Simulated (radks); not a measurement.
Values are calculated unless marked as measured or tabulated.
Question: The mean radii <r> (bohr) of the occupied orbitals of an atom or ion are listed with their occupations. Code: a radial shooting solver on a logarithmic mesh with Libxc functionals. Model: Dirac Kohn-Sham, Slater X-alpha with alpha = 0.778, spin-unpolarised, spherical densities, finite nucleus; Fermi nuclear charge, rms radius of each element as measured or else 0.836 A^(1/3) + 0.57 fm.

orbital  occ.      <r>
1s1/2       2  0.04700
2s1/2       2   0.2096
2p1/2       2   0.1808
2p3/2       4   0.1844
3s1/2       2   0.6227
3p1/2       2   0.6368
3p3/2       4   0.6475
3d3/2       4   0.7218
3d5/2       6   0.7269
4s1/2       2    2.003
4p1/2       1    2.479

Name the element and its charge. Open shells, if any, fill j = l - 1/2 first.

Answer: Z = 32, germanium, charge +1: Ge+ in [Ar] 3d10 4s2 4p1. The 1s radius gives Z: for a bare nucleus <r> = (2 gamma + 1)/(2Z) with gamma = sqrt(1 - (Z/c)^2), 0.04601 bohr for Z = 32, and screening makes it slightly larger (0.04700 here). The occupations add up to 31, and the charge is Z minus that.
